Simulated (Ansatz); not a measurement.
Geometry optimisation, RKS r2SCAN-D4/def2-SVP (Ansatz 0.2.0).

Input:

```yaml
crystal:
  periodic: [false, false, false]
  atoms:
    - { symbol: Al, position_ang: [0.01791, 0.631629, -0.574297] }
    - { symbol: Cl, position_ang: [0.029828, 0.212689, 2.826558] }
    - { symbol: "N", position_ang: [1.584966, -0.051252, -1.010037] }
    - { symbol: H, position_ang: [1.741695, -0.903682, -1.536678] }
    - { symbol: H, position_ang: [2.47417, 0.319206, -0.690496] }
    - { symbol: "N", position_ang: [-1.559864, -0.000402, -1.041315] }
    - { symbol: H, position_ang: [-1.750339, -0.909561, -1.447708] }
    - { symbol: H, position_ang: [-2.434766, 0.478679, -0.854091] }
    - { symbol: F, position_ang: [0.0301, 2.109466, 0.242213] }
    - { symbol: H, position_ang: [0.022099, 1.409029, 2.236651] }
basis:
  gaussian: { orbitals: def2-SVP }
hamiltonian:
  xc: r2scan
  dispersion: d4
relax:
  f_tol: 0.03
  max_steps: 50
output:
  orbitals: {}
```

Launched with:

```bash
$ ansatz run input.yaml --threads 4 --pin off --max-ram 5120MiB --backend cpu --events-out ev --progress --plain --runs-dir out
```

Question: Where does it end, and by what steps?

Answer: It converged. After 5 steps the energy has fallen by 0.081 eV; Cl2 moved furthest, 0.29 Å.

| step | energy less start (eV) | largest force component (eV/Å) | accepted |
| --- | --- | --- | --- |
| 0 | 0.0000 | 0.991 | yes |
| 1 | -0.0599 | 0.268 | yes |
| 2 | -0.0782 | 0.217 | yes |
| 3 | -0.0803 | 0.184 | yes |
| 4 | -0.0811 | 0.055 | yes |
| 5 | -0.0814 | 0.028 | yes |

```xyz
10
Properties=species:S:1:pos:R:3
Al 0.019 0.600 -0.446
Cl 0.022 0.209 2.534
N 1.582 -0.044 -0.944
H 1.733 -0.884 -1.490
H 2.475 0.324 -0.632
N -1.556 0.010 -0.976
H -1.738 -0.869 -1.447
H -2.435 0.466 -0.755
F 0.031 2.102 0.358
H 0.024 1.384 1.950
```

Whether the end is a true minimum wasn't checked by a vibrational analysis.

The run took 14 s on 4 threads of Arm Neoverse V1 (shared host), peak memory 0.18 GiB.
